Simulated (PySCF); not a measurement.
From one molecule to another.

First species: C6H9F3O2.
InChI=1S/C6H9F3O2/c1-5(3-4(5)10-2)11-6(7,8)9/h4H,3H2,1-2H3/t4-,5+/m1/s1

Second species: C₄H₉Cl.
Atom-mapped SMILES: `[CH3:1][C:2]([CH3:3])([CH3:4])[Cl:5]` (hydrogens: H6, H7, H8 on C1; H9, H10, H11 on C3; H12, H13, H14 on C4)

Levels: PBE0/pcSseg-1 for dipole moment, HOMO energy, LUMO energy and HOMO–LUMO gap; GFN2-xTB for rotational constant A and rotational constant C. Geometries: GFN2-xTB. All species are isolated and taken at one optimised geometry, non-relativistic unless stated. Electronic properties by PySCF.

Dipoles, sizes and rotational constants follow the conformer. The torsions of the flexible species, by atom-mapped SMILES:
- `[CH3:1][O:2][C@@H:3]1[CH2:4][C@:5]1([CH3:6])[O:7][C:8]([F:9])([F:10])[F:11]`: C1–O2–C3–C4 151°, C4–C5–O7–C8 66°, C5–O7–C8–F9 55°

Question: Which has the higher rotational constant C?

Answer: The second: 3.047 GHz against 0.700 GHz, a difference of 2.347 GHz.

Question: Which has the higher rotational constant A?

Answer: The second: 4.558 GHz against 1.673 GHz, a difference of 2.885 GHz.

Question: Which has the higher HOMO energy?

Answer: The first: -7.47 eV against -8.24 eV, a difference of 0.77 eV.

Question: Which of the two has the higher LUMO energy, and by how much?

Answer: The first: 1.15 eV against 0.92 eV, a difference of 0.23 eV.

Question: Which has the higher dipole moment?

Answer: The first: 3.23 D against 2.27 D, a difference of 0.96 D.

Question: Which has the higher HOMO–LUMO gap?

Answer: The second: 9.16 eV against 8.62 eV, a difference of 0.54 eV.

On the first: In atomic units the dipole is 1.27 e·bohr (1 au = 2.5417 D).

On the second: In atomic units the dipole is 0.89 e·bohr (1 au = 2.5417 D). Point group C3v permits a dipole; with 2.27 D the species has a pure rotational spectrum.
